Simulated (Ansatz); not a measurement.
Born–Oppenheimer molecular dynamics of CH$_{4}$OSSi (8 atoms, charge 0, multiplicity 1). It starts at the highest image of a converged band. Of that band: Neighbouring images differ by up to 2.0 eV, so the band resolves the path poorly. A vibrational analysis at the climbing image gives one clearly imaginary mode, 1659i cm⁻¹: a first-order saddle point.

Level of theory: RKS BHLYP-D4/def2-SVPD (Ansatz).

| Item | Value |
| --- | --- |
| ensemble | NVE (velocity Verlet) |
| time step | 0.5 fs |
| steps asked | 200 |
| starting velocities drawn for | 100 K |
| seed | 4253 |

First frame:

```xyz
8
Properties=species:S:1:pos:R:3
C -0.157 1.190 0.141
Si 0.466 -0.370 -0.677
O 0.217 -1.838 0.495
S -1.031 -1.903 -0.704
H 0.671 1.766 0.562
H -0.678 1.823 -0.583
H -0.857 0.920 0.935
H 1.369 -1.587 -0.169
```

Q: How far do the bonds stretch over the last three quarters of this one trajectory? (Pairs bonded in most of those frames.)

A: 
```csv
bond,mean (Å),spread (Å),shortest,longest
C1–Si2,1.858,0.053,1.78,1.96
C1–H5,1.101,0.021,1.06,1.14
C1–H6,1.106,0.013,1.08,1.14
C1–H7,1.101,0.018,1.07,1.15
Si2–O3,1.671,0.080,1.52,1.82
Si2–S4,2.120,0.035,2.07,2.17
Si2–H8,1.552,0.120,1.33,1.76
O3–S4,1.856,0.137,1.61,2.06
```

Mean temperature of the second half: 1885 K. The conserved energy stayed within 0.45 meV per atom of its start (net change -0.22 meV per atom), so the integration is sound. The system heated up, since it started high on the potential surface and ran downhill. A run of 0.1 ps of so small a system gives no equilibrium averages. The orbitals stay closed-shell, which can raise the energy where a bond breaks towards radicals; this wasn't checked here.

Time of the run: 4.6 min on 2 threads of AMD EPYC 9B45 (Zen 5), on a shared host, peak memory 0.31 GiB.
